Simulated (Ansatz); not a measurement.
The cluster Si₂Pt⁺. Total charge 1; doublet. Geometry B3LYP-D4/def2-TZVP; atoms count from 1.

```csv
atom,x (Å),y (Å),z (Å)
Pt1,-1.057,0.625,-0.096
Si2,0.086,-1.183,-0.743
Si3,0.971,0.557,0.838
```

In the def2 sets Pt takes a core potential; there is no spin–orbit coupling. The structure comes from a short search, and lower isomers may exist.

Question: Estimate the Mulliken populations from the PBE0/def2-TZVP orbitals of Ansatz.

Answer: 
```tsv
atom	charge (e)	spin (α − β)	d electrons
Pt1	0.46	0.15	8.68
Si2	0.27	0.42	–
Si3	0.27	0.42	–
```
Mulliken values and Mayer orders depend strongly on the basis.

Question: Where does the spin sit?

Answer: Summed by element: Pt 0.15, Si 0.85, of 1 unpaired in all. Largest on single atoms: Si2 0.42, Si3 0.42, Pt1 0.15.

Question: And the Mayer bond orders between bonded heavy atoms (over 0.3)?

Answer: Pt1–Si2 1.41 (2.23 Å); Pt1–Si3 1.41 (2.23 Å); Si2–Si3 0.88 (2.51 Å).
